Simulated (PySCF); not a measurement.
C₃H₆AuN, charge -1, doublet, at a GFN2-xTB geometry (such geometries of metal compounds can be far from the true shape) (the multiplicity is a formal guess) (core potentials on Au) (in this run its highest filled SCF level lies above zero, so its values depend strongly on the basis, on diffuse functions most of all); PySCF with DF-B3LYP/def2-SV(P).

Here is a job for PySCF.
```python
from pyscf import gto, scf, dft

mol = gto.M(
    atom='''
Au    0.341711    0.055074   -0.337038
C     1.699818    0.540479   -1.832344
H     2.595893   -0.094871   -1.835503
H     2.081230    1.568080   -1.768324
H     1.287392    0.453572   -2.846332
C    -2.616804   -0.721516    2.757288
N    -1.919171    0.008145    1.706044
C    -0.928383   -0.425489    1.077054
H    -2.587001   -0.132111    3.681651
H    -2.197772   -1.721150    2.969291
H    -3.668537   -0.842201    2.470959
''',
    basis='def2-sv(p)',
    ecp={'Au': 'def2-sv(p)'},
    charge=-1,
    spin=1,
    verbose=4,
)

mf = dft.UKS(mol)
mf.xc = 'b3lyp'
mf = mf.density_fit(auxbasis='def2-universal-jkfit')
mf.kernel()
mf.analyze()
```

Task: What does PySCF print? Leave out banner, timings and long lists.

Result: 
```
PySCF version 2.14.0

[INPUT] verbose = 4
[INPUT] num. atoms = 11
[INPUT] num. electrons = 51
[INPUT] charge = -1
[INPUT] spin (= nelec alpha-beta = 2S) = 1
[INPUT] symmetry False subgroup None
[INPUT] Mole.unit = angstrom
[INPUT] Symbol           X                Y                Z      unit          X                Y                Z       unit  Magmom
[...]
nuclear repulsion = 202.268458181078
number of shells = 47
number of NR pGTOs = 170
number of NR cGTOs = 93
basis = def2-sv(p)
ecp = {'Au': 'def2-sv(p)'}

******** <class 'pyscf.df.df_jk.DFUKS'> ********
method = DFUKS
initial guess = minao
damping factor = 0
level_shift factor = 0
DIIS = <class 'pyscf.scf.diis.CDIIS'>
diis_start_cycle = 1
diis_space = 8
diis_damp = 0
SCF conv_tol = 1e-09
SCF conv_tol_grad = None
SCF max_cycles = 50
direct_scf = False
number electrons alpha = 26  beta = 25
XC library pyscf.dft.libxc version 7.1.2
    S. Lehtola, C. Steigemann, M. J. T. Oliveira, and M. A. L. Marques,  SoftwareX 7, 1–5 (2018)
XC functionals = b3lyp
    P. J. Stephens, F. J. Devlin, C. F. Chabalowski, and M. J. Frisch,  J. Phys. Chem. 98, 11623 (1994)
radial grids:
    Treutler-Ahlrichs [JCP 102, 346 (1995); DOI:10.1063/1.469408] (M4) radial grids

becke partition: Becke, JCP 88, 2547 (1988); DOI:10.1063/1.454033
pruning grids: <function nwchem_prune>
grids dens level: 3
symmetrized grids: False
atomic radii adjust function: <function treutler_atomic_radii_adjust>
small_rho_cutoff = 0
Set gradient conv threshold to 3.16228e-05
tot grids = 139416
******** <class 'pyscf.df.df.DF'> ********
auxbasis = def2-universal-jkfit
init E= -296.672992367185

cycle= 1 E= -306.694091875593  delta_E=  -10  |g|=  1.6  |ddm|= 7.77
cycle= 2 E= -274.100609636496  delta_E= 32.6  |g|= 5.05  |ddm|= 26.8
cycle= 3 E= -307.782157322263  delta_E= -33.7  |g|= 0.766  |ddm|= 26.3
cycle= 4 E= -308.017358655848  delta_E= -0.235  |g|= 0.674  |ddm|= 2.45
cycle= 5 E= -308.269826546029  delta_E= -0.252  |g|= 0.228  |ddm|= 1.54
cycle= 6 E= -308.290461546481  delta_E= -0.0206  |g|= 0.141  |ddm|= 0.618
cycle= 7 E= -308.300218099026  delta_E= -0.00976  |g|= 0.0434  |ddm|= 0.22
cycle= 8 E= -308.301116356313  delta_E= -0.000898  |g|= 0.0147  |ddm|= 0.064
cycle= 9 E= -308.301270670465  delta_E= -0.000154  |g|= 0.00368  |ddm|= 0.0363
cycle= 10 E= -308.30128653411  delta_E= -1.59e-05  |g|= 0.00315  |ddm|= 0.0152
cycle= 11 E= -308.301294150413  delta_E= -7.62e-06  |g|= 0.000714  |ddm|= 0.0064
cycle= 12 E= -308.301295251332  delta_E= -1.1e-06  |g|= 0.00037  |ddm|= 0.00256
cycle= 13 E= -308.301295518003  delta_E= -2.67e-07  |g|= 0.000183  |ddm|= 0.00117
cycle= 14 E= -308.301295577952  delta_E= -5.99e-08  |g|= 5.43e-05  |ddm|= 0.000563
cycle= 15 E= -308.301295584476  delta_E= -6.52e-09  |g|= 3.97e-05  |ddm|= 0.00023
cycle= 16 E= -308.301295585486  delta_E= -1.01e-09  |g|= 1.28e-05  |ddm|= 6.77e-05
cycle= 17 E= -308.301295585586  delta_E= -1e-10  |g|= 1.01e-05  |ddm|= 4.45e-05
Extra cycle  E= -308.301295585462  delta_E= 1.25e-10  |g|= 1.88e-05  |ddm|= 3.3e-05
converged SCF energy = -308.301295585462  <S^2> = 0.75393278  2S+1 = 2.0039289
**** SCF Summaries ****
Total Energy =                        -308.301295585461617
Nuclear Repulsion Energy =             202.268458181078330
One-electron Energy =                 -881.303987961252915
Two-electron Energy =                  370.734234194712997
Two-electron Coulomb Energy =          409.140365763315913
DFT Exchange-Correlation Energy =      -38.406131568602909
**** MO energy ****
                             alpha | beta                alpha | beta
[...]
spin_pop of  0 Au 5s        0.00006
spin_pop of  0 Au 6s        0.00785
spin_pop of  0 Au 7s        0.00378
spin_pop of  0 Au 8s        0.00006
spin_pop of  0 Au 9s        0.00106
spin_pop of  0 Au 10s        0.00054
spin_pop of  0 Au 5px       0.00783
spin_pop of  0 Au 5py       0.00013
spin_pop of  0 Au 5pz       0.00717
spin_pop of  0 Au 6px       0.00565
spin_pop of  0 Au 6py       0.00693
spin_pop of  0 Au 6pz      -0.00059
spin_pop of  0 Au 7px      -0.00016
spin_pop of  0 Au 7py       0.01099
spin_pop of  0 Au 7pz       0.00499
spin_pop of  0 Au 5dxy      0.00102
spin_pop of  0 Au 5dyz     -0.00519
spin_pop of  0 Au 5dz^2     0.00718
spin_pop of  0 Au 5dxz      0.01208
spin_pop of  0 Au 5dx2-y2    0.02736
spin_pop of  0 Au 6dxy      0.00021
spin_pop of  0 Au 6dyz     -0.00003
spin_pop of  0 Au 6dz^2     0.00207
spin_pop of  0 Au 6dxz      0.00272
spin_pop of  0 Au 6dx2-y2    0.00410
spin_pop of  1 C 1s       -0.00000
spin_pop of  1 C 2s        0.00602
spin_pop of  1 C 3s       -0.00008
spin_pop of  1 C 2px       0.00177
spin_pop of  1 C 2py       0.00333
spin_pop of  1 C 2pz       0.00678
spin_pop of  1 C 3px       0.00099
spin_pop of  1 C 3py       0.00794
spin_pop of  1 C 3pz       0.00029
spin_pop of  1 C 3dxy     -0.00000
spin_pop of  1 C 3dyz      0.00032
spin_pop of  1 C 3dz^2    -0.00002
spin_pop of  1 C 3dxz      0.00009
spin_pop of  1 C 3dx2-y2    0.00014
spin_pop of  2 H 1s        0.00471
spin_pop of  2 H 2s        0.00008
spin_pop of  3 H 1s       -0.00080
spin_pop of  3 H 2s        0.00094
spin_pop of  4 H 1s       -0.00077
spin_pop of  4 H 2s        0.00028
spin_pop of  5 C 1s       -0.00000
spin_pop of  5 C 2s        0.02949
spin_pop of  5 C 3s        0.00012
spin_pop of  5 C 2px       0.01509
spin_pop of  5 C 2py      -0.00050
spin_pop of  5 C 2pz       0.01447
spin_pop of  5 C 3px       0.00013
spin_pop of  5 C 3py       0.00057
spin_pop of  5 C 3pz       0.00046
spin_pop of  5 C 3dxy     -0.00000
spin_pop of  5 C 3dyz     -0.00003
spin_pop of  5 C 3dz^2    -0.00006
spin_pop of  5 C 3dxz      0.00005
spin_pop of  5 C 3dx2-y2   -0.00007
spin_pop of  6 N 1s       -0.00000
spin_pop of  6 N 2s        0.02635
spin_pop of  6 N 3s        0.00450
spin_pop of  6 N 2px       0.01776
spin_pop of  6 N 2py       0.08781
spin_pop of  6 N 2pz      -0.01414
spin_pop of  6 N 3px       0.00023
spin_pop of  6 N 3py       0.00231
spin_pop of  6 N 3pz       0.00029
spin_pop of  6 N 3dxy     -0.00019
spin_pop of  6 N 3dyz      0.00010
spin_pop of  6 N 3dz^2    -0.00006
spin_pop of  6 N 3dxz      0.00029
spin_pop of  6 N 3dx2-y2   -0.00010
spin_pop of  7 C 1s       -0.00001
spin_pop of  7 C 2s        0.04478
spin_pop of  7 C 3s        0.00808
spin_pop of  7 C 2px       0.01657
spin_pop of  7 C 2py       0.45353
spin_pop of  7 C 2pz       0.11034
spin_pop of  7 C 3px      -0.00106
spin_pop of  7 C 3py       0.00514
spin_pop of  7 C 3pz       0.00126
spin_pop of  7 C 3dxy     -0.00011
spin_pop of  7 C 3dyz      0.00013
spin_pop of  7 C 3dz^2    -0.00004
spin_pop of  7 C 3dxz      0.00012
spin_pop of  7 C 3dx2-y2   -0.00014
spin_pop of  8 H 1s       -0.00264
spin_pop of  8 H 2s        0.00240
spin_pop of  9 H 1s        0.02445
spin_pop of  9 H 2s        0.01273
spin_pop of  10 H 1s       -0.00265
spin_pop of  10 H 2s        0.00242
In total            26.00000 | 25.00000

WARN: System has nonzero charge -1; the dipole moment is origin-dependent.
Location of origin: [0. 0. 0.]

Dipole moment(X, Y, Z, Debye):  0.10177, -0.31188,  0.08835
```
